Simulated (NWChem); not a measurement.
# CH$_{4}$F$_{2}$NTa; SMILES [CH3][Ta](=[NH])([F])[F]

Results from NWChem. Coordinates come from a PBE0/def2-SVP optimisation. Not confirmed as a minimum by frequencies. def2 effective core potentials on Ta; no spin-orbit coupling.

Question: Predict the results for PBE/def2-SVP. Quantities: highest occupied level (eV); orbital gap (eV); dipole (D).

Answer: 
```yaml
highest occupied level (eV): -6.63
orbital gap (eV): 4.57
dipole (D): 1.13
```
